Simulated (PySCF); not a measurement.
Nb³⁺: interval between two levels

Nb³⁺ [Kr] 4d2 [3F4, M_J = 4] → Nb³⁺ [Kr] 4d1 5p1 [3F4, M_J = 4], as a difference of total energies. Computed with PySCF 2.14 in x2c-SVPall-2c with one added diffuse shell each of s, p, d type (7s9p7d1f, 76 functions), with the two-component X2C-1e Hamiltonian. Correlated levels: [Ar] 3d10 frozen; the 6 highest virtual spinors dropped. "Screened" scales the spin-orbit matrix elements by Boettger's factors to mimic the two-electron term; Breit and QED terms are absent.

| method | interval between two levels (cm⁻¹) |
| --- | --- |
| GHF (spin-free) | 98510 |
| GMP2 (spin-free) | 96856 |
| GHF (screened spin-orbit) | 99225 |
| GMP2 (screened spin-orbit) | 97613 |

The labels give the starting determinants; with spin-orbit coupling the two ends relaxed to ⟨J²⟩ = 20.01, ⟨L²⟩ = 12.03, ⟨S²⟩ = 2.00 and ⟨J²⟩ = 20.01, ⟨L²⟩ = 12.01, ⟨S²⟩ = 2.01.
